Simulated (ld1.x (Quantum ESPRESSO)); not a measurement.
# LDA (PZ) TM dataset for Pt, scalar-relativistic all-electron reference.

- Element: platinum (Pt)
- Generator: ld1.x (Quantum ESPRESSO) 7.5
- Type: norm-conserving Troullier–Martins (Kleinman–Bylander form)
- Functional: LDA (PZ)
- Relativity: scalar-relativistic
- Frozen core: [Xe] 4f14
- Valence charge: 10
- Reference configuration: 5d9 6s1 6p0
- Partial waves: 6s (bound): rc 2.30 bohr; 5d (bound): rc 1.75 bohr; 5f channel at 0.4 Ry: rc 2.70 bohr; 6p (bound, empty): rc 2.65 bohr
- Local potential: the p channel
- Core correction: Bessel-smoothed model core, default radius (core density twice the valence density)

All-electron outer shells of the reference configuration (LDA (PZ), scalar-relativistic, ld1.x):

```csv
shell,level (eV),outermost node (bohr),outermost maximum (bohr)
4f,-70.51,–,0.38
5p,-56.29,0.53,0.98
5d,-6.38,0.57,1.26
6s,-5.97,1.14,2.38
6p,-0.96,1.36,3.55
```

What the tests gave:

```json
{
 "Cutoffs needed": "40 Ry and 50 Ry (the cutoffs (Ry, on a coarse ladder) from which the occupation-weighted sum of valence levels, in a spherical-Bessel basis at the reference potential, stays within 10 and 1 mRy of its value at 400 Ry)",
 "Ghost test": "no extra level below or beside the all-electron valence levels (s, d, f, p tested) (spherical-Bessel basis up to 400 Ry, 20 bohr box)",
 "Largest excitation error": "-1529 meV (all-electron minus pseudo) for 5d6 6s0 6p0, out of 7 test configurations"
}
```

Generation and tests took about 5.5 s on one core of a shared server CPU.
